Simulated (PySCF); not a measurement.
r2SCAN on He (helium, neutral), 1s1 2p1, high-spin 3P determinant (an excited configuration). All numbers are calculated (PySCF 2.14, the spin-free X2C one-electron Hamiltonian (Gaussian nucleus), in x2c-QZVPPall with one added diffuse shell each of s, p, d type (5s4p3d1f, 39 functions)).

```
cycle= 1 E= -2.05282557307956  delta_E= -0.000562  |g|= 0.00228  |ddm|= 0.0301
cycle= 2 E= -2.05282667022763  delta_E= -1.1e-06  |g|= 0.000164  |ddm|= 0.00158
cycle= 3 E= -2.05282667987644  delta_E= -9.65e-09  |g|= 1.51e-05  |ddm|= 8.78e-05
cycle= 4 E= -2.05282668000662  delta_E= -1.3e-10  |g|= 1.4e-06  |ddm|= 2.99e-05
converged SCF energy = -2.05282668000662  <S^2> = 2  2S+1 = 3
```

Highest occupied orbital energy: 1.976 eV; ⟨L²⟩ = 2.00; populations by l: s 1.00, p 1.00, d 0.00, f 0.00.

(1) Can this result be used?

Results:

(1) Not for this state. The calculation finished and met its thresholds. The outer electron is Rydberg-like, and this basis confines it to a smaller radius and binds it less than a complete one would. At r2SCAN the highest occupied level has a positive energy, so only the finite basis holds that electron; for this excited configuration the basis is too tight for the outer shell.
